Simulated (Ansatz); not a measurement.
Wavefunction ladder for GeH8OSi2 (`[OH][GeH]([SiH3])[SiH3]`)

Z-matrix (Å, degrees):
```
Ge
Si 1 2.382
Si 1 2.393 2 113.9
O 1 1.799 2 104.2 3 119.1
H 1 1.550 2 111.2 3 -124.2
H 2 1.488 1 108.5 3 61.2
H 2 1.486 1 109.7 3 -57.7
H 2 1.485 1 110.8 3 -178.9
H 3 1.489 1 110.0 2 171.3
H 3 1.488 1 110.0 2 -68.8
H 3 1.486 1 110.1 2 51.3
H 4 0.960 1 112.2 2 174.3
```

The species carries charge 0 and has multiplicity 1. Correlated methods include outer-core shells of Ge, which these sets cover unevenly. Scalar relativity is left out up to krypton. The structure was optimised at the PBE0-D4/def2-TZVP level. It is one conformer, not always the lowest. Frozen core, restricted reference, Ansatz 0.2.0.

```json
{"basis": "def2-SVP", "HF (Eh)": "-2732.25732", "MP2 corr.": "-0.62624", "CCSD corr.": "-0.68041", "(T)": "-0.01768", "CCSD(T) total": "-2732.95541"}
{"basis": "def2-TZVPP", "HF (Eh)": "-2732.82922", "MP2 corr.": "-0.75932", "CCSD corr.": "-0.81267", "(T)": "-0.02864", "CCSD(T) total": "-2733.67053"}
{"basis": "def2-QZVPP", "HF (Eh)": "-2732.89290", "MP2 corr.": "-1.06178", "CCSD corr.": "–", "(T)": "–", "CCSD(T) total": "–"}
```
